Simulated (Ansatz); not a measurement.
C₂H₈Cl₂N₂Si (`CN[Si](Cl)(Cl)NC`), 15 atoms. The species carries charge 0 and has multiplicity 1. All runs use 2 threads of an AMD EPYC 7R13 on a shared host and a share of an NVIDIA H100 80 GB. Correlated methods freeze the cores. Open-shell runs search over several starts.

Question: How many basis functions does each run have, and how long does it take in Ansatz? UKS ωB97X-V/def2-TZVPP energy of the cation; UKS PBE0-D4/def2-TZVPP energy of the cation; RKS PBE0-D4/def2-TZVP frequencies; RKS SPW92 (LDA)/def2-TZVPP energy; RHF-CCSD(T)/def2-SVP energy; UHF-CCSD(T)/def2-TZVPP energy of the cation; UKS ωB97M-V/def2-TZVPP energy of the cation; UKS B3LYP-D4/def2-TZVPP energy of the cation; direct RPA on PBE orbitals/def2-TZVPP energy; RKS PBE0-D4/def2-TZVP relaxation (8 steps); RKS r2SCANh-D4/def2-TZVPP energy; UKS B2PLYP (frozen core)/def2-TZVPP energy of the cation. (An estimate is asked.)

Answer: Ansatz gave: Other jobs shared the machine, so times are rough.

| level | job | functions | wall time | peak host memory (GiB) |
| --- | --- | --- | --- | --- |
| RHF-CCSD(T)/def2-SVP | energy | 150 | 3.6 s | 0.78 |
| RKS r2SCANh-D4/def2-TZVPP | energy | 362 | 9.5 s | 0.89 |
| UKS PBE0-D4/def2-TZVPP | energy of the cation | 362 | 12 s | 0.96 |
| UKS B3LYP-D4/def2-TZVPP | energy of the cation | 362 | 12 s | 0.93 |
| direct RPA on PBE orbitals/def2-TZVPP | energy | 362 | 12 s | 1.6 |
| RKS SPW92 (LDA)/def2-TZVPP | energy | 362 | 14 s | 0.86 |
| UKS ωB97M-V/def2-TZVPP | energy of the cation | 362 | 17 s | 1.2 |
| UKS B2PLYP (frozen core)/def2-TZVPP | energy of the cation | 362 | 18 s | 1.6 |
| UKS ωB97X-V/def2-TZVPP | energy of the cation | 362 | 22 s | 1.1 |
| RKS PBE0-D4/def2-TZVP | relaxation (8 steps) | 283 | 30 s | 0.93 |
| RKS PBE0-D4/def2-TZVP | frequencies | 283 | 2.3 min | 0.94 |
| UHF-CCSD(T)/def2-TZVPP | energy of the cation | 362 | 2.7 min | 1.6 |

B3LYP here is the variant with VWN-RPA as its local correlation; programs differ in this.
